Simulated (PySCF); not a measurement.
C5H13B: core ionisation energies

Compound: C5H13B.
Structure used (PBE0-D3(BJ)/def2-SVP), in Å, numbered top down from 1:
```
atom  x, y, z in Å
B1    -0.6348    1.5918    0.2746
C2    -0.4065    0.0445    0.2597
C3    -1.2681   -0.7012    1.2801
C4    -0.9544   -0.2470   -1.1615
C5     1.0535   -0.4279    0.3888
C6     2.0467    0.0965   -0.6359
H7     0.2160    2.3725   -0.0894
H8    -1.7286    2.0309    0.5586
H9    -0.9127   -0.5246    2.3081
H10   -2.3206   -0.3823    1.2333
H11   -1.2350   -1.7909    1.1054
H12   -2.0342   -0.0433   -1.2322
H13   -0.4475    0.3293   -1.9518
H14   -0.8039   -1.3169   -1.3919
H15    1.4081   -0.1705    1.4024
H16    1.0544   -1.5341    0.3522
H17    3.0610   -0.2682   -0.4135
H18    1.8012   -0.2361   -1.6563
H19    2.0857    1.1961   -0.6457
```

The calculation used PySCF 2.14.0, delta-SCF UKS SCAN, pcX-2 on the ionised atom, pcseg-1 elsewhere, spin-free X2C. Binding energies are ΔSCF values: E(core-ionised, relaxed orbitals) − E(ground state) at a fixed geometry, referred to the vacuum level.

List the computed XPS lines with their assignment.

| atom(s) | bonded to | level | binding energy (eV) | above the level's lowest (eV) | count |
| --- | --- | --- | --- | --- | --- |
| B1 | C and 2 H | B 1s | 195.75 | 0.00 | 1 |
| C2 | 3 C and B | C 1s | 290.06 | 0.00 | 1 |
| C3 | C and 3 H | C 1s | 290.33 | +0.27 | 1 |
| C5 | 2 C and 2 H | C 1s | 290.33 | +0.27 | 1 |
| C6 | C and 3 H | C 1s | 290.38 | +0.32 | 1 |

Lowest listed C 1s: C2, bonded to 3 C and B. Highest, 0.32 eV above it: C6, bonded to C and 3 H. Summing the Pauling electronegativity differences to the bonded atoms, each weighted by its formal bond order, gives -0.51 for the lowest site and -1.05 for the highest; the largest sum, -0.51, belongs to C2, 0.32 eV below the top. The smallest sum, -1.05, belongs to C3, 0.27 eV above the lowest. The values 290.33 and 290.33 eV lie too close for their order to be trusted.

Which effective nuclear charge Zeff reproduces each element's mean 1s value in the hydrogen-like formula E = 13.606 eV × Zeff²?

B (Z = 5): mean 195.8 eV, Zeff = 3.79, Z − Zeff = 1.21; C (Z = 6): mean 290.3 eV, Zeff = 4.62, Z − Zeff = 1.38. Means run over the listed sites, weighted by atom count.

The list is incomplete; no value stands for C 1s of C4. Isolated species at its PBE0-D3(BJ)/def2-SVP geometry (one conformer only).
